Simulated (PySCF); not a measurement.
## Correlation energy of Sc (scandium, neutral)

[Ar] 3d1 4s2, 2D determinant. Computed with PySCF 2.14 in jorge-DZP-DKH (8s6p2d1f, 43 functions), with scalar relativity by spin-free X2C-1e. Frozen: [Ar]; 3 electrons correlated.

MP2 pair energies summed by pair of shells (mhartree):

```tsv
pair	energy	share (%)
4s-4s	-18.80	76.6
3d-4s	-5.74	23.4
```

Total MP2 correlation energy: -24.55 mhartree.

Same-spin part -2.01 and opposite-spin part -22.54 mhartree; SCS-MP2 scales them by 1/3 and 6/5 to -27.72 mhartree.
